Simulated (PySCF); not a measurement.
CH₅FSSi, SMILES CS[SiH2]F. Atoms are numbered in the order given.

```xyz
9

Si     1.0909    -0.1660    -0.1259
F      1.0871     0.6108    -1.5598
S     -0.6536     0.2632     1.0111
C     -1.9122    -0.6196    -0.0043
H      1.1665    -1.6145    -0.4504
H      2.2435     0.3145     0.6739
H     -2.8732    -0.4991     0.5130
H     -1.9861    -0.1772    -1.0068
H     -1.6770    -1.6907    -0.0807
```
Charge 0, spin multiplicity 1.

The structure is a stationary point at B3LYP-D3(BJ)/def2-SVP. The values are those of a single conformer.

All values below come from PySCF with PBE0/pcSseg-1.

GIAO shieldings, no solvent; atoms listed in one row are averaged. δ = σ(ref) − σ: ²⁹Si against TMS (σ = 352.7 ppm); ¹⁹F against CFCl3 (σ = 167.2 ppm); ³³S against H2S (σ = 716.7 ppm); ¹³C against TMS (σ = 186.3 ppm); ¹H against TMS (σ = 31.56 ppm), references at their B3LYP-D3(BJ)/def2-TZVP geometries, non-relativistic.

Computed chemical shifts:
```tsv
nucleus	atoms	count	δ (ppm)
²⁹Si	Si1	1	13.2
¹⁹F	F2	1	-196.2
³³S	S3	1	98.3
¹³C	C4	1	17.6
¹H	H5	1	5.76
¹H	H6	1	5.63
¹H	H7, H8, H9	3	2.44
```
